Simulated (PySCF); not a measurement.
## What settings do to a single point of TaH4

The sound run of TaH4 (doublet) uses PySCF 2.14.0, UKS PBE0, Ta def2-SVP with ECP60, H def2-SVP; non-relativistic Hamiltonian with scalar-relativistic core potentials where named; density fitting; no spin-orbit coupling, grid (50, 194), threshold 1e-8 Eh and 55 cycles, at the relaxed geometry:

```xyz
5

Ta    0.0000    0.0000    0.0000
H     1.4807    0.0000    0.9677
H     0.0000    1.4807   -0.9677
H    -1.4807    0.0000    0.9677
H     0.0000   -1.4807   -0.9677
```

There Ta1 has a Mulliken charge of 0.91 e and the dipole about the centre of mass is 0.00 D. Each run below changes one thing and starts from free metal ions and neutral atoms unless it says otherwise; with 55 cycles, smearing, a level shift and second-order steps follow where DIIS fails, and their cycles count. Energy shifts count from the sound run.

```
                                                       change    outcome  cycles  energy shift (eV)  largest force component (eV/Å)  charge on Ta1 (e)  dipole about the centre of mass (D)
             charge changed by +4, spin kept, limit 86 cycles  converged      13                  –                            4.62               1.98                                 0.00
start from a density of up to 30 smeared cycles (not counted)  converged       7             0.0000                            0.00               0.91                                 0.00
                                               grid (40, 110)  converged       8             0.0030                            0.01               0.91                                 0.00
                       H2 put 1.1 Å from Ta1, limit 58 cycles  converged      10               7.94                           32.27               0.93                                 1.78
```

Question: How does the run with this change end: all coordinates × 1.05?

Answer: outcome converged, cycles 8, energy shift (eV) 0.19, largest force component (eV/Å) 0.86, charge on Ta1 (e) 0.88, dipole about the centre of mass (D) 0.00.

Unsound on purpose, so not properties of the compound: charge changed by +4, spin kept, limit 86 cycles; H2 put 1.1 Å from Ta1, limit 58 cycles.

Started from ions, an open shell can land on another state than the sound run's, and that then enters the shifts.

Forces carry noise of the integration grid, about 0.01 to 0.03 eV/Å.

Open shells may have lower solutions than the one found.
